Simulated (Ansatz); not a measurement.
Ideal-gas functions of C$_{2}$H$_{3}$ClGe (`Cl[C]1=[CH][GeH2]1`) at 800 K and 1 bar, from an Ansatz frequency run at PBE0-D4/def2-TZVP.

Molar mass 135.11 g/mol, point group Cs (symmetry number 1), electronic degeneracy 1, moments of inertia 36.146, 309.661, 339.083 u Å². Harmonic wavenumbers (cm⁻¹, unscaled): 221, 276, 458, 531, 541, 574, 634, 807, 853, 913, 1018, 1632, 2169, 2174, 3225.

Use S(trans) = R[1.5 ln M + 2.5 ln T − 1.1517]; rotational temperatures θ = 24.2544 K / I; S(rot) = R[ln(√π/σ · √(T³/θAθBθC)) + 1.5]; for each mode x = 1.438777 ν̃/T, S = R[x/(eˣ − 1) − ln(1 − e⁻ˣ)] and H = RT x/(eˣ − 1); 1 cm⁻¹ = 0.0119627 kJ/mol; R = 8.31446 J/(mol·K).

Q: By hand: the entropy, in J/(mol·K).

A: Translation 190.6. Rotation: θ = 0.671, 0.0783, 0.0715 K, giving 123.8. Vibration, mode by mode: 16.04, 14.22, 10.16, 9.01, 8.86, 8.41, 7.66, 5.91, 5.53, 5.07, 4.36, 1.82, 0.84, 0.83, 0.17, in all 98.9. Electronic 0.0. Sum 413.3 J/(mol·K).

Q: By hand: H − E and G − E in kJ/mol, counted from the electronic energy.

A: Zero-point energy ½ × 16026 × 0.0119627 = 95.9; thermal vibration 43.1; translation, rotation and pV give 4 RT = 26.6. H − E = 165.6 kJ/mol, and G − E = 165.6 − 800 × 413.3/1000 = -165.0 kJ/mol.

Vibration gives 24 % of the entropy.
